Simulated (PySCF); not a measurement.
**Distorted geometries of PbCl4**

PbCl4 (singlet). PySCF 2.14.0, RKS PBE, Pb def2-SVP with ECP60, Cl def2-SVP; non-relativistic Hamiltonian with scalar-relativistic core potentials where named; density fitting; no spin-orbit coupling. Relaxed geometry:

```xyz
5

Pb    0.0049    0.2343    0.0000
Cl   -0.0248   -1.1924    1.9902
Cl   -0.0248   -1.1924   -1.9902
Cl    2.0250    1.6183    0.0000
Cl   -1.9560    1.7011    0.0000
```

Q: Order these distorted geometries by energy above the relaxed one, lowest first.
A.
```xyz
5

Pb   -0.1018    0.3743    0.0185
Cl   -0.0118   -1.2747    1.8987
Cl   -0.0665   -1.2577   -2.0628
Cl    2.1039    1.5208    0.0567
Cl   -1.8994    1.8062    0.0889
```
B.
```xyz
5

Pb    0.0222    0.2050    0.0180
Cl   -0.0585   -1.1558    1.9288
Cl   -0.0168   -1.1911   -2.0092
Cl    2.0098    1.6007    0.0195
Cl   -1.9324    1.7100    0.0429
```
C.
```xyz
5

Pb   -0.0686    0.2062    0.0132
Cl    0.0349   -1.2918    1.7961
Cl   -0.0360   -1.1656   -1.8598
Cl    2.0647    1.5897    0.0568
Cl   -1.9708    1.8304   -0.0064
```

A: B (0.07 eV), C (0.29 eV), A (0.37 eV).

Q: Which forces (eV/Å) act in the one that lies 0.37 eV up?

A: 
```
Pb   2.44 -2.78 -0.81
Cl  -0.14  0.40 -0.30
Cl  -0.11  0.99  1.08
Cl  -0.38 -0.07 -0.03
Cl  -1.81  1.47  0.05
```
Forces carry noise of the integration grid, about 0.01 to 0.03 eV/Å.
